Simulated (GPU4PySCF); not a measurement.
Cu(MeCN)4 (C8H12CuN4), SMILES CC#[N]->[Cu+](<-[N]#CC)(<-[N]#CC)<-[N]#CC, charge +1, multiplicity 1. Atoms are numbered in the order given.

```xyz
25

Cu    -0.0011    -0.0082    -0.0029
C      2.8703    -1.2786    -3.3573
C      1.9687    -0.8780    -2.3019
N      1.2527    -0.5608    -1.4650
H      2.7354    -0.6320    -4.2257
H      2.6668    -2.3108    -3.6464
H      3.9025    -1.2017    -3.0126
C      2.1018    -0.4340     4.0607
C      1.4404    -0.2996     2.7835
N      0.9153    -0.1934     1.7702
H      2.5009     0.5315     4.3752
H      2.9216    -1.1494     3.9803
H      1.3923    -0.7877     4.8104
C     -1.2552     4.3677    -0.6304
C     -0.8612     2.9919    -0.4335
N     -0.5489     1.9002    -0.2769
H     -1.0514     4.6683    -1.6592
H     -0.6957     5.0142     0.0474
H     -2.3220     4.4799    -0.4308
C     -3.7291    -2.6941    -0.0826
C     -2.5568    -1.8502    -0.0570
N     -1.6270    -1.1804    -0.0364
H     -4.5941    -2.1383     0.2826
H     -3.5720    -3.5669     0.5530
H     -3.9242    -3.0270    -1.1032
```
Charge +1, spin multiplicity 1.

Coordinates come from a PBE0-D3(BJ)/def2-TZVP optimisation. The spin state was assumed, not searched. The isomer is the one that the SMILES or the coordinates give; other isomers of the formula were not compared.

Two levels are set side by side: PBE-D3(BJ)/def2-TZVP (GPU4PySCF) and PBE0-D3(BJ)/def2-TZVP (GPU4PySCF). Each level has its own optimised geometry; the coordinates shown are those of the second. Differences are taken from unrounded values.

```
quantity              PBE0-D3(BJ)
--------------------  -----------
mean bond length (Å)        1.311
bond Cu1–N4 (Å)             2.004
bond Cu1–N10 (Å)            2.004
bond Cu1–N16 (Å)            2.004
bond Cu1–N22 (Å)            2.005
bond C2–C3 (Å)              1.445
bond C3–N4 (Å)              1.146
bond C8–C9 (Å)              1.445
bond C9–N10 (Å)             1.146
bond C14–C15 (Å)            1.445
bond C15–N16 (Å)            1.146
bond C20–C21 (Å)            1.445
bond C21–N22 (Å)            1.146
bond C2–H5 (Å)              1.091
bond C2–H6 (Å)              1.091
bond C2–H7 (Å)              1.091
bond C8–H11 (Å)             1.091
```

**Question.** What does PBE-D3(BJ) give, and how far is it from PBE0-D3(BJ)? (An estimate is asked for; the answer gives what the named calculation found.)

**Answer.** 
| quantity | PBE-D3(BJ) | PBE-D3(BJ) minus PBE0-D3(BJ) |
|---|---|---|
| mean bond length (Å) | 1.313 | 0.002 |
| bond Cu1–N4 (Å) | 1.972 | -0.031 |
| bond Cu1–N10 (Å) | 1.973 | -0.032 |
| bond Cu1–N16 (Å) | 1.973 | -0.032 |
| bond Cu1–N22 (Å) | 1.973 | -0.032 |
| bond C2–C3 (Å) | 1.448 | 0.003 |
| bond C3–N4 (Å) | 1.160 | 0.014 |
| bond C8–C9 (Å) | 1.448 | 0.003 |
| bond C9–N10 (Å) | 1.160 | 0.014 |
| bond C14–C15 (Å) | 1.448 | 0.003 |
| bond C15–N16 (Å) | 1.160 | 0.014 |
| bond C20–C21 (Å) | 1.448 | 0.003 |
| bond C21–N22 (Å) | 1.160 | 0.014 |
| bond C2–H5 (Å) | 1.099 | 0.008 |
| bond C2–H6 (Å) | 1.099 | 0.008 |
| bond C2–H7 (Å) | 1.099 | 0.008 |
| bond C8–H11 (Å) | 1.099 | 0.008 |

On these quantities the two levels nearly agree.
